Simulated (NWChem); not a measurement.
Molecule: C3H5BFN; SMILES FB1C=CCN1

```xyz
11

F      0.0357    -2.1588     0.0000
B      0.0553    -0.8172     0.0000
C      1.2781     0.1521     0.0000
C      0.7661     1.3968     0.0000
C     -0.7443     1.4029     0.0000
N     -1.1016    -0.0070     0.0000
H      2.3436    -0.0568     0.0000
H      1.3184     2.3338     0.0000
H     -1.1380     1.9291    -0.8840
H     -1.1380     1.9291     0.8840
H     -2.0723    -0.2816     0.0000
```
Atoms are numbered in this order, from 1.

All runs: NWChem. Pople sets run with spherical d functions. Medium grid unless said otherwise, to which SCAN and Minnesota functionals are sensitive. Coordinates come from a B3LYP/6-31G* (spherical d) optimisation. B3LYP is NWChem's, with the RPA form of VWN correlation. Total energies of different functionals are on different scales.

```csv
level,energy (Ha),highest occupied level (eV),orbital gap (eV),dipole (D),relative time
B3LYP/6-31G*,-296.8533,-6.78,6.59,2.44,2
PBE/6-31G*,-296.4900,-5.72,4.77,2.43,2
SCAN/6-31G*,-296.7364,-6.03,5.21,2.52,2
LC-BLYP (range parameter 0.33 per bohr)/6-31G*,-296.1502,-9.39,11.57,2.43,6
BP86/6-31G*,-296.8373,-5.82,4.78,2.42,2
Hartree-Fock/6-31G*,-295.1760,-9.85,13.67,2.57,1
"LC-wPBE (HJS exchange hole, range parameter 0.4 per bohr)/6-31G*",-296.6321,-9.94,12.22,2.46,5
```

The last column is a rough cost ratio, cheapest run = 1.
